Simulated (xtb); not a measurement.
OS (SMILES O=S), triplet, from a rough starting geometry; GFN2-xTB run with xtb.

Here is a job for xtb.
```
$ xtb mol.xyz --gfn 2 --uhf 2 --opt vtight --json

# file mol.xyz
2

O      0.06286283    -0.08831420    -0.77978963
S     -0.03532055     0.05085800     0.71215073
```

The log (banner, timings and long lists left out):

```
   ID    Z sym.   atoms
    1    8 O      1
    2   16 S      2

           -------------------------------------------------
          |                Calculation Setup                |
           -------------------------------------------------

           -------------------------------------------------
          |                 G F N 2 - x T B                 |
           -------------------------------------------------

          ...................................................
          :                      SETUP                      :
          :.................................................:
          :  # basis functions                  14          :
          :  # atomic orbitals                  13          :
          :  # shells                            5          :
          :  # electrons                        12          :
          :  max. iterations                   250          :
          :  Hamiltonian                  GFN2-xTB          :
          :  restarted?                      false          :
          :  GBSA solvation                  false          :
          :  PC potential                    false          :
          :  electronic temp.          300.0000000     K    :
          :  accuracy                    1.0000000          :
          :  -> integral cutoff          0.2500000E+02      :
          :  -> integral neglect         0.1000000E-07      :
          :  -> SCF convergence          0.1000000E-05 Eh   :
          :  -> wf. convergence          0.1000000E-03 e    :
          :  Broyden damping             0.4000000          :
          :  net charge                          0          :
          :  unpaired electrons                  2          :
          ...................................................

 iter      E             dE          RMSdq      gap      omega  full diag
   1     -7.2263852 -0.722639E+01  0.729E+00    5.13       0.0  T
   2     -7.2456446 -0.192593E-01  0.220E+00    5.09       1.0  T
   3     -7.2467490 -0.110441E-02  0.157E+00    5.14       1.0  T
   4     -7.2470342 -0.285229E-03  0.206E-01    5.14       1.0  T
   5     -7.2469785  0.556880E-04  0.293E-01    5.14       1.0  T
   6     -7.2470337 -0.551934E-04  0.140E-01    5.14       1.0  T
   7     -7.2470509 -0.172379E-04  0.108E-02    5.14       6.5  T
   8     -7.2470510 -0.105999E-06  0.463E-03    5.14      15.3  T
   9     -7.2470511 -0.175182E-07  0.210E-04    5.14     336.8  T
  10     -7.2470511 -0.362022E-10  0.257E-05    5.14    2746.3  T

   *** convergence criteria satisfied after 10 iterations ***

 transition dipole moment (au) for excitation:           6           7
     X       Y       Z
  -0.0000  -0.0000  -0.0000  total (au/Debye):    0.000   0.000
 dE (eV)             :    0.000
 oscillator strength :  0.11200E-37

         :::::::::::::::::::::::::::::::::::::::::::::::::::::
         ::                     SUMMARY                     ::
         :::::::::::::::::::::::::::::::::::::::::::::::::::::
         :: total energy              -7.233919933836 Eh    ::
         :: gradient norm              0.044324950984 Eh/a0 ::
         :: HOMO-LUMO gap              5.140639832830 eV    ::
         ::.................................................::
         :: SCC energy                -7.247051067416 Eh    ::
         :: -> isotropic ES            0.017829527871 Eh    ::
         :: -> anisotropic ES          0.000107763292 Eh    ::
         :: -> anisotropic XC         -0.000603965925 Eh    ::
         :: -> dispersion             -0.000468827990 Eh    ::
         :: repulsion energy           0.013131133580 Eh    ::
         :: add. restraining           0.000000000000 Eh    ::
         :: total charge              -0.000000000000 e     ::
         :::::::::::::::::::::::::::::::::::::::::::::::::::::

      -----------------------------------------------------------
     |                   =====================                   |
[...]
 * total energy  :    -7.2339199 Eh     change       -0.6377121E-12 Eh
 * total energy  :    -7.2346477 Eh     change       -0.7277335E-03 Eh
 * total energy  :    -7.2349750 Eh     change       -0.3272982E-03 Eh
 * total energy  :    -7.2349790 Eh     change       -0.4083595E-05 Eh
 * total energy  :    -7.2349791 Eh     change       -0.1042058E-07 Eh
   *** GEOMETRY OPTIMIZATION CONVERGED AFTER 5 ITERATIONS ***
         :: total energy              -7.234979059493 Eh    ::
[...]
         :: gradient norm              0.000084954788 Eh/a0 ::
         :: HOMO-LUMO gap              5.277667701720 eV    ::
         ::.................................................::
         :: SCC energy                -7.252526731089 Eh    ::
         :: -> isotropic ES            0.016965268195 Eh    ::
         :: -> anisotropic ES          0.000112317855 Eh    ::
         :: -> anisotropic XC         -0.000825164082 Eh    ::
         :: -> dispersion             -0.000467775532 Eh    ::
         :: repulsion energy           0.017547671596 Eh    ::
         :: add. restraining           0.000000000000 Eh    ::
         :: total charge              -0.000000000000 e     ::
         :::::::::::::::::::::::::::::::::::::::::::::::::::::

           -------------------------------------------------
          |                Property Printout                |
           -------------------------------------------------

    * Orbital Energies and Occupations

         #    Occupation            Energy/Eh            Energy/eV
      -------------------------------------------------------------
         1        2.0000           -0.7729716             -21.0336
         2        2.0000           -0.6760664             -18.3967
         3        2.0000           -0.5392088             -14.6726
         4        2.0000           -0.5332658             -14.5109
         5        2.0000           -0.5332658             -14.5109
         6        1.0000           -0.3722847             -10.1304
         7        1.0000           -0.3722847             -10.1304 (HOMO)
         8                         -0.1783340              -4.8527 (LUMO)
         9                         -0.0417985              -1.1374
        10                         -0.0417985              -1.1374
        11                          0.0703308               1.9138
        12                          0.0703308               1.9138
        13                          0.7819051              21.2767
      -------------------------------------------------------------
                  HL-Gap            0.1939507 Eh            5.2777 eV
             Fermi-level           -0.3640423 Eh           -9.9061 eV

     #   Z          covCN         q      C6AA      α(0)
     1   8 O        0.859    -0.311    19.973     5.992
     2  16 S        0.859     0.311   127.218    19.078

 Mol. C6AA /au·bohr⁶  :        245.024043
 Mol. C8AA /au·bohr⁸  :       9711.793970
 Mol. α(0) /au        :         25.069745

Wiberg/Mayer (AO) data.
largest (>0.10) Wiberg bond orders for each atom

 ---------------------------------------------------------------------------
     #   Z sym  total        # sym  WBO       # sym  WBO       # sym  WBO
 ---------------------------------------------------------------------------
     1   8 O    2.164 --     2 S    2.164
     2  16 S    2.164 --     1 O    2.164
 ---------------------------------------------------------------------------

Topologies differ in total number of bonds
Writing topology from bond orders to xtbtopo.mol

molecular dipole:
                 x           y           z       tot (Debye)
 q only:       -0.056       0.080       0.856
   full:       -0.047       0.067       0.714       1.828
molecular quadrupole (traceless):
                xx          xy          yy          xz          yz          zz
 q only:        0.055       0.006       0.050       0.039      -0.053      -0.105
  q+dip:        0.602       0.015       0.591       0.142      -0.200      -1.193
   full:        0.672       0.017       0.661       0.156      -0.220      -1.333

optimized geometry written to: xtbopt.xyz

           -------------------------------------------------
          | TOTAL ENERGY               -7.234979059493 Eh   |
          | GRADIENT NORM               0.000084954788 Eh/α |
          | HOMO-LUMO GAP               5.277667701720 eV   |
           -------------------------------------------------
```
